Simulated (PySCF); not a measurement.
Correlation energy of S+ (sulfur, charge +1)

[Ne] 3s2 3p3, high-spin 4S determinant. All numbers are calculated (PySCF 2.14, scalar relativity by spin-free X2C-1e, in x2c-TZVPall (5s5p2d1f, 37 functions)). Frozen: [Ne]; 5 electrons correlated.

MP2 pair energies summed by pair of shells (mhartree):

| pair | energy | share (%) |
| --- | --- | --- |
| 3s-3p | -57.60 | 65.9 |
| 3p-3p | -20.25 | 23.2 |
| 3s-3s | -9.61 | 11.0 |

Total MP2 correlation energy: -87.46 mhartree.

Same-spin part -23.70 and opposite-spin part -63.76 mhartree; SCS-MP2 scales them by 1/3 and 6/5 to -84.41 mhartree.

| level | correlation energy (mhartree) |
| --- | --- |
| CCSD | -107.50 |
| (T) | -3.46 |
| CCSD(T) | -110.96 |

Diagnostics: T1 = 0.0028, D1 = 0.0064, largest double amplitude 0.062.

**Question.** Is a single reference adequate?

**Answer.** Yes: T1 lies below 0.03 and no double amplitude reaches 0.07.
